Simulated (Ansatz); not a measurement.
Spectroscopic constants of TaH, multiplicity 3 (lowest of 2S+1 = 1, 3, 5, 7 at CCSD(T)/def2-TZVPP on PBE0 minima; our sources give no spin for the ground state, which may be another). No spin–orbit coupling. The T1 diagnostic near the minimum is 0.091, so single-reference values are doubtful.

The constants come from a fifth-degree fit in 1/R (seven points, main isotopes). In def2 and cc sets the state is the lowest found near the PBE0 minimum, followed along R.

Run with Ansatz (Gaussian basis) for Hartree–Fock, density functionals and correlated methods. Values without a source in brackets are computed. In def2 rows elements past Kr take small-core potentials, without spin–orbit coupling.

Energies at B97M-V/def2-TZVPP:

```tsv
R (Å)	E (hartree)
1.626381	-57.42579896
1.670100	-57.42836146
1.710323	-57.42969051
1.755791	-57.43018818
1.801260	-57.42978831
1.853724	-57.42840735
1.914932	-57.42579772
```

**Question.** With a reduced mass of 1.0022 u, find the minimum, the force constant and the constants.

**Answer.** A fifth-degree polynomial in 1/R puts the minimum at r_e = 1.7569 Å with force constant 188 N/m. Then ω_e = (1/2πc)√(k/μ) = 1784 cm⁻¹ and B_e = h/(8π²cμr_e²) = 5.449 cm⁻¹; the cubic and quartic terms give α_e = 0.13 and ω_e x_e = 27 cm⁻¹.

Doubts at one or more of the structures used: a spin-contaminated determinant (B97M-V/def2-TZVPP).

Ansatz is a program for electronic structure.
